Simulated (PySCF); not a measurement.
Be(F)(GeH3) (BeFGeH₃), SMILES [F][Be][GeH3]. Heavy atoms are numbered as in [Be:1]([F:2])[GeH3:3]. Hydrogens are named by the atom that carries them.

Geometry optimised at B3LYP-D3(BJ)/def2-TZVP.

Calculation: PBE0/pcSseg-2 (PySCF).

GIAO shieldings, no solvent; atoms alike by connectivity are averaged. δ = σ(ref) − σ: ¹⁹F against CFCl3 (σ = 165.8 ppm); ⁷³Ge against GeH4 (σ = 1662.5 ppm); ¹H against TMS (σ = 31.54 ppm), references at their B3LYP-D3(BJ)/def2-TZVP geometries, non-relativistic.

Computed chemical shifts:
| nucleus | atoms | count | δ (ppm) |
|---|---|---|---|
| ¹⁹F | F2 | 1 | -125.4 |
| ⁷³Ge | Ge3 (GeH3) | 1 | -118.0 |
| ¹H | H on Ge3 | 3 | 3.32 |
